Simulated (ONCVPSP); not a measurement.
# Scattering properties, ONCV potential for gold

```
Element                 : gold (Au)
Generator               : ONCVPSP 4.0.1
Type                    : optimised norm-conserving Vanderbilt (ONCV)
Functional              : PBE
Relativity              : scalar-relativistic
Frozen core             : [Kr] 4d10 4f14
Valence charge          : 19
Reference configuration : 5s2 5p6 5d10 6s0.5 (charge +0.5)
Partial waves           : 5s+6s: rc 1.55 bohr, ncon 4, nbas 7, qcut 7.3 1/bohr, 3 projectors, debl 2.8 Ha; 5p: rc 1.25 bohr, ncon 5, nbas 10, qcut 6.1 1/bohr, 1 projector; 5d: rc 1.45 bohr, ncon 4, nbas 8, qcut 6.1 1/bohr, 2 projectors, debl 3.9 Ha
Local potential         : polynomial inside 1.05 bohr (lpopt 3, dvloc0 0 Ha)
Core correction         : none
```

The phase is arctan(r·R′/R) of the radial function R(r), unwrapped; energies in Ha, scanned from -6 to 5 Ha. A pole is an energy at which the radial function vanishes at the test radius. The pseudo phase is shifted by a multiple of π to meet the all-electron one at the reference energy, and phase errors are pseudo minus all-electron; the curves can meet again beyond the range given. Levels narrower than the energy grid can be missing from the lists of poles.

Task: For each channel, where are the poles, and over which energies does the pseudopotential scatter like the atom?

Result:

| channel | radius (bohr) | reference energy (Ha) | poles, all-electron | poles, pseudo | unbroken range about the reference energy with phases within 0.05 rad | phase error 1 Ha above the reference energy (rad) |
| --- | --- | --- | --- | --- | --- | --- |
| s | 1.58 | -0.34 | -3.74 | -3.74 | the whole range | +0.000 |
| p | 1.27 | -2.35 | 0.36 | 0.15 | below 1.7 | -0.003 |
| d | 1.47 | -0.40 | 1.98 | 1.98 | the whole range | -0.000 |

Phases in the p channel:

| E (Ha) | all-electron | pseudo |
| --- | --- | --- |
| -5.96 | 1.010 | 0.999 |
| -5.40 | 0.882 | 0.866 |
| -4.84 | 0.664 | 0.642 |
| -4.28 | 0.275 | 0.248 |
| -3.72 | -0.305 | -0.324 |
| -3.16 | -0.810 | -0.815 |
| -2.60 | -1.108 | -1.108 |
| -2.04 | -1.279 | -1.279 |
| -1.48 | -1.386 | -1.388 |
| -0.92 | -1.460 | -1.465 |
| -0.36 | -1.515 | -1.524 |
| 0.20 | -1.560 | -1.575 |
| 0.76 | -1.598 | -1.621 |
| 1.32 | -1.632 | -1.668 |
| 1.88 | -1.665 | -1.722 |
| 2.44 | -1.697 | -1.793 |
| 3.00 | -1.732 | -1.905 |
| 3.56 | -1.771 | -2.134 |
| 4.12 | -1.816 | -2.806 |
| 4.68 | -1.873 | -3.907 |
